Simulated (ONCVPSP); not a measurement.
## Building the ONCV potential for Fe (Z = 26) (PBE, scalar-relativistic).

ONCVPSP 4.0.1 was run on this input:

```
# ATOM AND REFERENCE CONFIGURATION
# atsym  z   nc   nv     iexc    psfile
  Fe 26.00    3    4        4      upf
#
#   n    l    f
    1    0    2.00
    2    0    2.00
    2    1    6.00
    3    0    2.00
    3    1    6.00
    3    2    6.00
    4    0    2.00
#
# PSEUDOPOTENTIAL AND OPTIMIZATION
# lmax
    2
#
#   l,   rc,      ep,       ncon, nbas, qcut
    0    1.10    0.00    5    9   10.40
    1    0.95    0.00    4    8    9.60
    2    1.45    0.00    4    8    9.50
#
# LOCAL POTENTIAL
# lloc, lpopt,  rc(5),   dvloc0
    4    5    0.90    0.00
#
# VANDERBILT-KLEINMAN-BYLANDER PROJECTORs
# l, nproj, debl
    0    2    3.10
    1    2    0.70
    2    2    3.50
#
# MODEL CORE CHARGE
# icmod, fcfact, rcfact
    2    0.60    0.90
#
# LOG DERIVATIVE ANALYSIS
# epsh1, epsh2, depsh
   -5.00    5.00    0.04
#
# OUTPUT GRID
# rlmax, drl
    6.00    0.01
#
# TEST CONFIGURATIONS
# ncnf
    4
# nvcnf
#   n    l    f
    4
    3    0    2.00
    3    1    6.00
    3    2    6.00
    4    0    1.00
#
    4
    3    0    2.00
    3    1    6.00
    3    2    6.00
    4    0    0.00
#
    4
    3    0    2.00
    3    1    6.00
    3    2    5.00
    4    0    0.00
#
    5
    3    0    2.00
    3    1    6.00
    3    2    6.00
    4    0    1.00
    4    1    1.00
#
```

Command:

```bash
oncvpsp.x < Fe.dat > Fe.out
```

The program printed (shortened: citation, most of the input echo, consistency checks and plot data are left out):

```
ONCVPSP  (Optimized Norm-Conservinng Vanderbilt PSeudopotential)
scalar-relativistic version 4.0.1

#   n    l    f        energy (Ha)
    1    0    2.00    -2.5720573E+02
    2    0    2.00    -3.0124388E+01
    2    1    6.00    -2.5667700E+01
    3    0    2.00    -3.4550910E+00
    3    1    6.00    -2.2065344E+00
    3    2    6.00    -2.7580115E-01
    4    0    2.00    -1.9448241E-01

Reference configufation results
  iterations    29
  all-electron total energy (Ha)   -1.27244976D+03

Begin loop to  construct optimized pseudo wave functions
and semi-local pseudopoentials for all angular momenta

Calculating optimized projector #   1

 for l=   0

    Fraction of norm inside rc  0.843086
    Optimizing pswf for qcut=  10.38 a_B^-1,  ecut=  53.91 Ha
    Residual kinetic energy error=  1.31D-04 Ha

    Energy error per electron        Cutoff
         Ha          eV             Ha
         0.01000     0.27211       36.73
         0.00100     0.02721       46.00
         0.00010     0.00272       58.75
         0.00001     0.00027      177.80

Calculating optimized projector #   2

 for l=   0

    Fraction of norm inside rc  0.029074
    Optimizing pswf for qcut=  10.38 a_B^-1,  ecut=  53.91 Ha
    Residual kinetic energy error=  1.96D-05 Ha

    Energy error per electron        Cutoff
         Ha          eV             Ha
         0.01000     0.27211       24.78
         0.00100     0.02721       38.29
         0.00010     0.00272       47.86
         0.00001     0.00027       59.57

WARNING wellstate: negative energy specified for n= 4 l=  1
WARNING scattering state with energy  0.25000000
WARNING will be used for the first projector

   Wellstate for l =  1  n =  4
     eigenvalue =   0.2500
     asymptotic potential =   0.7500
     half-point radius =  3.3347

Calculating optimized projector #   1

 for l=   1

    Fraction of norm inside rc  0.659296
    Optimizing pswf for qcut=   9.59 a_B^-1,  ecut=  46.02 Ha
    Residual kinetic energy error=  1.70D-04 Ha

    Energy error per electron        Cutoff
         Ha          eV             Ha
         0.01000     0.27211       24.77
         0.00100     0.02721       31.21
         0.00010     0.00272       81.26
         0.00001     0.00027      219.93

Calculating optimized projector #   2

 for l=   1

    Fraction of norm inside rc  0.047803
    Optimizing pswf for qcut=   9.59 a_B^-1,  ecut=  46.02 Ha
    Residual kinetic energy error=  2.72D-05 Ha

    Energy error per electron        Cutoff
         Ha          eV             Ha
         0.01000     0.27211       19.54
         0.00100     0.02721       26.73
         0.00010     0.00272       33.04
         0.00001     0.00027       74.74

   Wellstate for l =  2  n =  5
     eigenvalue =   3.2242
     asymptotic potential =   3.7242
     half-point radius =  2.7795

Calculating optimized projector #   1

 for l=   2

    Fraction of norm inside rc  0.759001
    Optimizing pswf for qcut=   9.50 a_B^-1,  ecut=  45.10 Ha
    Residual kinetic energy error=  1.19D-04 Ha

    Energy error per electron        Cutoff
         Ha          eV             Ha
         0.01000     0.27211       34.17
         0.00100     0.02721       40.07
         0.00010     0.00272       47.50
         0.00001     0.00027      112.22

Calculating optimized projector #   2

 for l=   2

    Fraction of norm inside rc  0.141747
    Optimizing pswf for qcut=   9.50 a_B^-1,  ecut=  45.10 Ha
    Residual kinetic energy error=  1.04D-03 Ha

    Energy error per electron        Cutoff
         Ha          eV             Ha
         0.01000     0.27211       37.80
         0.00100     0.02721       45.27
         0.00010     0.00272      124.25
         0.00001     0.00027      148.70

Construct Vanderbilt / Kleinmman-Bylander projectors

B matrix Hermiticity error, ll=   0
   1   2    3.1532E-04

  Orthonormal projector coefficients  2.0042E+01  2.3779E+00

B matrix Hermiticity error, ll=   1
   1   2    2.8223E-04

  Orthonormal projector coefficients  6.7020E+00  1.4190E+00

B matrix Hermiticity error, ll=   2
   1   2   -2.9942E-04

  Orthonormal projector coefficients -5.5116E+00 -2.5641E+00

Model core correction analysis
  based on d2Exc/dn_idn_j

d2excae - all-electron derivatives

   -4.312944D-02   -3.986181D-02   -2.833845D-02   -1.981952D-03
   -3.986207D-02   -3.808009D-02   -2.799265D-02   -2.367431D-03
   -2.833893D-02   -2.799293D-02   -2.554679D-02   -7.157213D-03
   -1.981758D-03   -2.367053D-03   -7.155495D-03   -3.123104D-02

d2excps - pseudofunction derivatives with no core correction

   -4.410166D-02   -4.163947D-02   -3.008626D-02   -2.176759D-03
   -4.163959D-02   -3.965787D-02   -2.962411D-02   -2.586826D-03
   -3.008659D-02   -2.962430D-02   -2.696456D-02   -7.090590D-03
   -2.176569D-03   -2.586468D-03   -7.088871D-03   -3.124021D-02

rms 2nd derivative error    1.208763E-03

amplitude prefactor, scale prefactor
   14.0708    1.1397

d2excps - pseudofunction derivatives with core correction

   -4.184808D-02   -3.955447D-02   -3.006141D-02   -1.992317D-03
   -3.955463D-02   -3.777992D-02   -2.955206D-02   -2.418579D-03
   -3.006171D-02   -2.955221D-02   -2.718647D-02   -7.073020D-03
   -1.992121D-03   -2.418204D-03   -7.071301D-03   -3.122617D-02

rms 2nd derivative error    9.819889E-04

Pseudoatom total energy -121.737592

Diagnostic tests using Vanderbilt-Kleinman-Bylander pseudopotentials
  1 or more projectors used as specified by nproj input data

   l    rcore       rmatch      e in        delta e   norm test  slope test

   0   1.1053437   1.1389043  -3.4550910  -0.0000084   1.0001760   1.0001879
   0   1.1053437   1.1389043  -0.1944824   0.0000078   1.0000869   1.0000723

   1   0.9518046   0.9807035  -2.2065344  -0.0000365   1.0001656   1.0002174
   1   0.9518046   0.9807035   0.2500000   0.0000208   1.0003853   1.0003853

   2   1.4554740   1.4996653  -0.2758012  -0.0000033   1.0000814   1.0000890
   2   1.4554740   1.4996653   3.2241989   0.0000852   1.0001588   1.0001588

 Testing for bound ghosts
   n   l    E NL Schr. Eq   E Basis Diag.   E Cutoff

   1   0       -3.455099       -3.455049    285.96
   2   0       -0.194475        0.146704    285.96

   2   1       -2.206571       -2.204391    333.66

   3   2       -0.275804       -0.272480    162.68

 Testing for highly-localized positive-energy ghosts
       l    <radius>/rc     E Basis Diag.   E Cutoff

Test configuration 0

   n   l     f        eae           eps        diff
   1   0  2.0000 -257.20572988
   2   0  2.0000  -30.12438750
   2   1  6.0000  -25.66770032
   3   0  2.0000   -3.45509099   -3.45509935   -8.36D-06
   3   1  6.0000   -2.20653441   -2.20657095   -3.65D-05
   3   2  6.0000   -0.27580115   -0.27580441   -3.26D-06
   4   0  2.0000   -0.19448241   -0.19447464    7.77D-06

    Total energies and differences
      AE_ref= -1.27244976D+03  AE_tst= -1.27244976D+03  dif=  0.00D+00
      PS_ref= -1.21737592D+02  PS_tst= -1.21737592D+02  dif=  1.42D-13
      PSP excitation error= -1.42D-13

Test configuration 1

   n   l     f        eae           eps        diff
   1   0  2.0000 -257.52143923
   2   0  2.0000  -30.43309633
   2   1  6.0000  -25.97699549
   3   0  2.0000   -3.76841372   -3.76862261   -2.09D-04
   3   1  6.0000   -2.52035344   -2.52046450   -1.11D-04
   3   2  6.0000   -0.58637748   -0.58679457   -4.17D-04
   4   0  1.0000   -0.45307640   -0.45295984    1.17D-04

    Total energies and differences
      AE_ref= -1.27244976D+03  AE_tst= -1.27212896D+03  dif=  3.21D-01
      PS_ref= -1.21737592D+02  PS_tst= -1.21416816D+02  dif=  3.21D-01
      PSP excitation error=  2.29D-05

Test configuration 2

   n   l     f        eae           eps        diff
   1   0  2.0000 -257.89188151
   2   0  2.0000  -30.79313517
   2   1  6.0000  -26.33789794
   3   0  2.0000   -4.13325749   -4.13392390   -6.66D-04
   3   1  6.0000   -2.88533696   -2.88571596   -3.79D-04
   3   2  6.0000   -0.94508788   -0.94617543   -1.09D-03

    Total energies and differences
      AE_ref= -1.27244976D+03  AE_tst= -1.27153351D+03  dif=  9.16D-01
      PS_ref= -1.21737592D+02  PS_tst= -1.20821513D+02  dif=  9.16D-01
      PSP excitation error=  1.70D-04

Test configuration 3

   n   l     f        eae           eps        diff
   1   0  2.0000 -258.60395753
   2   0  2.0000  -31.52836909
   2   1  6.0000  -27.07108001
   3   0  2.0000   -4.82036848   -4.81968774    6.81D-04
   3   1  6.0000   -3.56325652   -3.56276287    4.94D-04
   3   2  5.0000   -1.58812892   -1.58465481    3.47D-03

    Total energies and differences
      AE_ref= -1.27244976D+03  AE_tst= -1.27027584D+03  dif=  2.17D+00
      PS_ref= -1.21737592D+02  PS_tst= -1.19564376D+02  dif=  2.17D+00
      PSP excitation error=  7.05D-04

Test configuration 4

   n   l     f        eae           eps        diff
   1   0  2.0000 -257.27004043
   2   0  2.0000  -30.18516939
   2   1  6.0000  -25.72869048
   3   0  2.0000   -3.51907474   -3.51917467   -9.99D-05
   3   1  6.0000   -2.27069011   -2.27075329   -6.32D-05
   3   2  6.0000   -0.33769654   -0.33796453   -2.68D-04
   4   0  1.0000   -0.23373678   -0.23368566    5.11D-05
   4   1  1.0000   -0.07793160   -0.07791819    1.34D-05

    Total energies and differences
      AE_ref= -1.27244976D+03  AE_tst= -1.27229889D+03  dif=  1.51D-01
      PS_ref= -1.21737592D+02  PS_tst= -1.21586733D+02  dif=  1.51D-01
      PSP excitation error=  7.13D-06
```

The run took about 3.7 s on one core of a shared server CPU.
